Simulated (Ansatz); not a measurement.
Molecule: C₂H₄Si (charge 0, singlet). 
Coordinates optimised at B3LYP-D3(BJ)/def2-TZVP (Ansatz, a quantum-chemistry and plane-wave program):
SMILES: [SiH3]C#C
```xyz
7

C      1.2099     1.5570    -0.0201
C      0.4703     0.6052    -0.0078
Si    -0.6496    -0.8359     0.0108
H      1.8627     2.3970    -0.0310
H     -0.0274    -1.9295     0.7873
H     -0.8900    -1.2872    -1.3765
H     -1.9327    -0.4509     0.6366
```

Basis-set convergence of Hartree-Fock and CCSD correlation energies (hartree) with Ansatz. Cores are frozen in the correlated levels unless marked. Spin-orbit coupling is left out. No relativistic terms.

```
basis            functions       E(HF)  E(corr, CCSD)
---------------  ---------  ----------  -------------
aug-cc-pV(D+d)Z        114  -366.94768       -0.40041
aug-cc-pV(T+d)Z        239  -366.98105       -0.46427
aug-cc-pV(Q+d)Z        433  -366.98886       -0.48342
```

Extrapolating the two largest sets (X = 3 and 4) as X^-3: E(corr) = (64·(-0.48342) - 27·(-0.46427))/37 = -0.4974 Eh, an estimate of the basis-set limit. The largest set recovers 97.2 % of it, the smallest 80.5 %.
